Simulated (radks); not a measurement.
Question: Valence configurations of La II (all share [Xe]). Calculated with a radial shooting solver on a logarithmic mesh with Libxc functionals: Dirac Kohn-Sham, PBEsol, spin-unpolarised, spherical densities, point nucleus; open shells fill j = l - 1/2 first. Order these by energy: 5d2; 5d1.5 6p0.5; 5d1 6s1; 4f0.5 5d1 6s0.5; 4f1 5d1; 4f0.5 5d1.5; 6s2; 5d1 6p1; 4f0.5 5d0.5 6p1; 4f1 6s1.

Answer: From the lowest, in eV above it: 4f0.5 5d1 6s0.5 0.000; 5d2 0.185; 4f0.5 5d1.5 0.195; 5d1 6s1 0.229; 4f1 6s1 0.495; 6s2 0.757; 4f1 5d1 1.075; 5d1.5 6p0.5 1.492; 4f0.5 5d0.5 6p1 2.563; 5d1 6p1 3.009. NIST lists [Xe] 5d2 as the ground configuration; this level of theory puts 4f0.5 5d1 6s0.5 lower, by 0.185 eV. The energies are those of spherical spin-averaged densities, not of single terms.
